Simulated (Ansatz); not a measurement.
Ansatz (a quantum-chemistry and plane-wave program) input:

Ansatz 0.2 input:
```yaml
crystal:
  periodic: [false, false, false]
  atoms:
    - {symbol: Sb, position_ang: [-0.01602737, -0.01947852, 0.03811055]}
    - {symbol: H, position_ang: [-0.53320809, 1.26927154, -0.97307230]}
    - {symbol: H, position_ang: [1.35060378, -0.27586713, -0.97056559]}
basis:
  gaussian:
    orbitals: def2-TZVP
hamiltonian:
  xc: b3lyp
  dispersion: d3bj
magnetization: {spin_polarized: true, initial_magnetization: 1}
phonons: {temperatures: {t_min: 298.15, t_max: 298.15, t_step: 100}}
```

### Question
Which total energy does the run end on?

### Answer
-241.50678 Eh (B3LYP-D3(BJ)/def2-TZVP). The basis has 62 functions.
